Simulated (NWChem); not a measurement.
Polarisability of iminoborane (H2BN)

```xyz
4

B      0.0000     0.0000    -0.7011
N      0.0000     0.0000     0.5488
H      0.0000     0.0000    -1.8910
H      0.0000     0.0000     1.5544
```
Charge 0, spin multiplicity 1.

Everything below was run with NWChem. The geometry was optimised at PBE/def2-SVP, a minimum by its harmonic frequencies.

Basis set: def2-SVPD. Static limit.

B3LYP has NWChem's definition, with VWN1-RPA local correlation.

Order these methods by the isotropic polarisability they give, lowest first: PBE, HF, B3LYP, PBE0.

HF (21.41 bohr³), PBE0 (22.46 bohr³), B3LYP (22.72 bohr³), PBE (23.15 bohr³)
